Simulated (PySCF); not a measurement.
Dipole response of Rh²⁷⁺ (rhodium, charge +27)

[Ar], closed-shell 1S. Computed with PySCF 2.14 in an even-tempered Gaussian basis (18 s from 3.6 bohr⁻², ratio 2.5; 12 p from 4.7 bohr⁻², ratio 2.5; 5 d from 23 bohr⁻², ratio 2.7; 4 f from 34 bohr⁻², ratio 2.7), with scalar relativity by spin-free X2C-1e. Coupled (time-dependent) response in atomic units; α is the mean over directions.

```csv
method,mean α (bohr³),C₆ (like pair),S(−4)
UHF,0.01240,0.001737,8.640e-05
PBE0,0.01251,0.001757,8.795e-05
```

S(−4) is the Cauchy moment in α(ω) = α(0) + S(−4) ω² + …

α(iu) at UHF:

```tsv
u (hartree)	α(iu) (bohr³)
0	0.01240
2.00	0.01206
4.00	0.01118
8.00	0.008800
12.0	0.006739
16.0	0.005293
20.0	0.004310
30.0	0.002931
40.0	0.002240
60.0	0.001542
100	0.0009253
```

A single London oscillator, α(iu) = α/(1 + u²/ω²), gives C₆ = (3/4) ω α². Matching the computed C₆ needs ω = 4 × 0.001737 / (3 × 0.01240²) = 15.1 hartree.

For an ion, C₆ is the dispersion term alone; charge-induced terms of lower order in 1/R come first.
